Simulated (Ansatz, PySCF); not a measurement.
System: C$_{2}$H$_{2}$O, net charge 0, singlet state. SMILES: C#CO
Geometry from a B3LYP-D3(BJ)/def2-TZVP (Ansatz, a first-principles code) optimisation:
```xyz
5

C      1.3080    -0.1153    -0.1364
C      0.1216    -0.0059    -0.0156
O     -1.1689     0.1846     0.0722
H      2.3584    -0.2191    -0.2392
H     -1.5848    -0.5301     0.5735
```

Property: atomisation energy, in kcal/mol. Set-up: 6-311+G** with 5d; no dispersion term unless named; no spin-orbit coupling; frozen cores in correlated levels; non-relativistic; open shells spin-unrestricted; atomisation electronic, to ground-state atoms; LANL2DZ all-electron up to Ne; six Cartesian d functions in 6-31G* and its kin unless marked 5d. CBS(X,Y): correlation extrapolated as X^-3; Hartree-Fock from the larger set. Ab initio and DFT rows: single points at B3LYP-D3(BJ) geometries (Ansatz).

Coupled cluster (Ansatz) is a level with limits of its own, used here on species with T1 under 0.025 (0.045 for open shells) and stable references: CCSD(T)/CBS(cc-pVTZ,cc-pVQZ).

Value to compare with, CCSD(T)/CBS(cc-pVTZ,cc-pVQZ) (Ansatz): 497.3 kcal/mol.

```
level               program  atomisation energy (kcal/mol)  difference
------------------  -------  -----------------------------  ----------
HF/6-311+G**         Ansatz                          330.6      -166.7
PBE/6-31G*           Ansatz                          512.5        15.2
BP86/6-31G* (5d)      PySCF                          513.0        15.7
B3LYP/6-31G*         Ansatz                          487.7        -9.6
B3LYP/cc-pVDZ        Ansatz                          485.7       -11.6
B3LYP/6-311+G**      Ansatz                          491.9        -5.4
M06-2X/6-31G* (5d)    PySCF                          494.4        -2.9
MP2/LANL2DZ          Ansatz                          410.2       -87.1
B3PW91/6-31G* (5d)    PySCF                          491.7        -5.6
PBE/def2-TZVPD       Ansatz                          518.9        21.6
```

Among the 9 habitual levels, HF/6-311+G** lies farthest from CCSD(T)/CBS(cc-pVTZ,cc-pVQZ) (Ansatz) (-166.7 kcal/mol) and M06-2X/6-31G* (5d) nearest (-2.9); 2 of 9 lie above it, and their mean absolute difference is 35.5 kcal/mol, the median 11.6. One case shows no general order.

The levels are drawn from those run, B3LYP/6-31G* more often than the rest, none by its result; left out are runs that failed, that the program found above a lower state of the same kind, or whose <S^2> lies over 0.5 above the pure value.
